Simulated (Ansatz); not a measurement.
Born–Oppenheimer molecular dynamics of CHCl$_{2}$Mg (5 atoms, charge 1, multiplicity 1). It starts from a relaxed structure.

These are results of RKS B3LYP/6-31G* in Ansatz, not measurements.

```
ensemble                      : NVE (Milne-controlled integrator)
time step                     : 0.5 fs
steps asked                   : 300
starting velocities drawn for : 500 K
seed                          : 943683
```

First frame:

```xyz
5
Properties=species:S:1:pos:R:3
Cl -0.106 1.373 1.842
C 0.528 0.727 0.470
Mg -0.451 -0.875 -0.729
Cl -1.465 -2.425 -1.827
H 1.494 1.201 0.244
```

**Question.** How far do the bonds stretch over the last three quarters of this one trajectory? (Pairs bonded in most of those frames.)

**Answer.** 
```tsv
bond	mean (Å)	spread (Å)	shortest	longest
Cl1–C2	1.653	0.039	1.58	1.71
C2–Mg3	2.225	0.031	2.18	2.30
C2–H5	1.101	0.014	1.08	1.13
Mg3–Cl4	2.155	0.024	2.12	2.19
```

Mean temperature of the second half: 197 K. The conserved energy stayed within 0.002 meV per atom of its start (net change -0.0002 meV per atom), so the integration is sound. A run of 0.15 ps of so small a system gives no equilibrium averages. Limits of this set-up: the dipole of an ion depends on the origin.

The run took 26 min on 1 CPU thread of a shared host.
